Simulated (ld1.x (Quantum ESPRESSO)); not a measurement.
Reading a pseudo-wave (platinum (Pt))

Columns: radius, all-electron u(r) and pseudo u(r) of the 6s shell (level -5.73 eV) of platinum in the configuration [Xe] 4f14 5d9 6s1 6p0; PW91, scalar-relativistic, TM scheme, ld1.x (Quantum ESPRESSO) 7.5.

```
r (bohr)  all-electron   pseudo
   0.132        0.1338  -0.0573
   0.265       -0.1384  -0.1076
   0.398       -0.1354  -0.1445
   0.530        0.1019  -0.1654
   0.663        0.2711  -0.1732
   0.795        0.2998  -0.1744
   0.928        0.2229  -0.1773
   1.060        0.0916  -0.1895
   1.193       -0.0578  -0.2183
   1.325       -0.1999  -0.2691
   1.458       -0.3253  -0.3434
   1.590       -0.4278  -0.4295
   1.723       -0.5088  -0.5088
   1.855       -0.5688  -0.5688
   1.988       -0.6110  -0.6110
   2.120       -0.6379  -0.6379
   2.252       -0.6522  -0.6522
   2.385       -0.6564  -0.6564
   2.518       -0.6521  -0.6521
   2.650       -0.6415  -0.6415
   2.782       -0.6259  -0.6259
   2.915       -0.6063  -0.6063
   3.048       -0.5839  -0.5839
   3.180       -0.5598  -0.5598
   3.312       -0.5344  -0.5344
   3.445       -0.5082  -0.5082
```

Question: How many radial nodes do the two functions have?

Answer: The all-electron 6s function has n − l − 1 = 5 (the table is too coarse to show those close to the nucleus); the pseudo-wave has 0, since the states of the same l below it are removed with the core.

Question: At about which radius was the pseudo-wave matched?

Answer: 1.75 bohr, where the columns begin to agree (steps of 0.13 bohr).

Question: Is the pseudo-wave norm-conserving?

Answer: Yes: the TM scheme keeps the norm inside the radius equal to the all-electron one, which fixes the energy derivative of the logarithmic derivative at the level.
